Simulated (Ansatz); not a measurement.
Cost and result up the ladder for naphthyltetrahydrothiophenium benzoate (C25H28O3S) (57 atoms). The state is a singlet with charge 0. Geometry: PBE-D4/def2-SVP.

Ansatz on 2 threads of AMD EPYC 7R13 on a shared host and a share (18 GiB) of an NVIDIA H100 80GB HBM3. Times are rough, and most runs start from the orbitals of an earlier one. No level here is sound enough to serve as a yardstick. Binding counts from free atoms at the same level (C triplet, O triplet, S triplet, H doublet; other spins of the atoms weren't run), without zero-point energy or a counterpoise term.

B3LYP takes the VWN-RPA correlation. Correlated methods freeze 33 core orbitals. The rows differ in basis, and correlated rows in double-zeta sets carry the largest basis error. Single mean-field runs in def2-SVP, def2-TZVP are fitted with def2-universal-jkfit.

Run but left out: HF/STO-3G, HF/6-31G (restricted singlet, unstable in another Hartree–Fock run and untested here).

Correlated methods converge slowly with the basis, most of all in double-zeta sets.

| level | functions | wall time | binding energy per atom (eV) | remarks |
| --- | --- | --- | --- | --- |
| LDA (SPW92)/def2-SVP | 550 | 7 s | 5.62 | – |
| BHLYP-D4/def2-SVP | 550 | 9 s | 4.68 | – |
| PBE0-D4/def2-SVP | 550 | 9.5 s | 4.91 | – |
| PBE-D4/def2-SVP (with forces) | 550 | 10 s | 5.02 | – |
| B3LYP-D4/6-31G | 321 | 11 s | 4.65 | – |
| r2SCAN-D4/def2-SVP (with forces) | 550 | 12 s | 4.86 | – |
| MP2/def2-SVP | 550 | 12 s | 4.69 | restricted SCF unstable |
| PBE-D4/def2-TZVP | 1073 | 13 s | 4.95 | – |
| B97M-V/def2-SVP | 550 | 13 s | 4.87 | – |
| PBE0-D4/def2-TZVP | 1073 | 16 s | 4.84 | – |
